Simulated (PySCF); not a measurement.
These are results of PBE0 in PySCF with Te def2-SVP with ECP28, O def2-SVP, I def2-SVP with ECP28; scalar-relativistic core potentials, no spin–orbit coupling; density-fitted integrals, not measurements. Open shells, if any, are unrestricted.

What shape and geometry does isolated singlet TeO2I2 take (every ligand bound to Te)?

Counting electrons, tellurium keeps none of its valence electrons outside its bonds, so the VSEPR class is AX4 and the expected shape is tetrahedral; with unlike ligands the computed point group is C2v. The lowest minimum found is a singlet of C2v symmetry with Te–I 2.724 Å (×2), Te–O 1.807 Å (×2); I–Te–I 100.9°, I–Te–O 108.0° (×4), O–Te–O 121.9°. Its harmonic wavenumbers are 60 (a1), 125 (a2), 137 (b2), 165 (b1), 170 (a1), 235 (b1), 242 (a1), 842 (a1), 882 (b2) cm⁻¹ and its dipole moment is 3.20 D.

This need not be the most stable arrangement of these atoms.
